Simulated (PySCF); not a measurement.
SMILES [GeH3][CH2][GeH3], singlet (PBE0/def2-SVP optimised geometry):

```
11

Ge    -0.440     1.075     0.000
C     -1.112     0.128     1.576
Ge    -0.573    -1.750     1.702
H     -0.937     2.535     0.000
H      1.102     1.075     0.000
H     -0.934     0.383    -1.285
H     -2.212     0.178     1.574
H     -0.763     0.655     2.478
H      0.964    -1.860     1.730
H     -1.102    -2.535     0.486
H     -1.140    -2.385     2.988
```

Calculation: PBE0/def2-TZVP (PySCF).

Q: What are the frontier orbital energies and the dipole moment?

A: HOMO-2 -9.30 eV, HOMO-1 -8.93 eV, HOMO -8.49 eV, LUMO 0.40 eV, LUMO+1 0.94 eV; dipole moment 0.74 D.

Meta-Löwdin charges at PBE0/def2-TZVP: Ge1 0.35, C2 -0.60, Ge3 0.35, H4 -0.06, H5 -0.06, H6 -0.06, H7 0.13, H8 0.13, H9 -0.06, H10 -0.06, H11 -0.06.
